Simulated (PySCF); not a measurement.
## Working out the excitation energy of B⁺

B⁺ [He] 2s2 (1S) → B⁺ [He] 2s1 2p1 (3P). Computed with PySCF 2.14 in x2c-TZVPPall, with the spin-free X2C one-electron Hamiltonian (Gaussian nucleus). Frozen: nothing. Energies in hartree (1 hartree = 27.21139 eV):

```json
{"part": "UHF", "B⁺ (lower)": "-24.243658", "B⁺ (upper)": "-24.128158"}
{"part": "CCSD correlation", "B⁺ (lower)": "-0.074673", "B⁺ (upper)": "-0.020825"}
{"part": "(T)", "B⁺ (lower)": "-0.000255", "B⁺ (upper)": "-0.000021"}
```

Task: What does Hartree-Fock give?

Result: (-24.128158) − (-24.243658) = 0.115500 hartree = 3.143 eV.

Task: What do CCSD and CCSD(T) give?

Result: The CCSD correlation energies differ by 0.053848 hartree = 1.465 eV and the triples by 0.000234 hartree = 0.006 eV, so CCSD gives 4.608 eV and CCSD(T) 4.614 eV.

Measured between the centres of the two terms (NIST): 4.631 eV, so CCSD(T) (valence and next inner shell) is off by -0.017 eV.

What remains against the reference includes basis incompleteness and higher excitations.
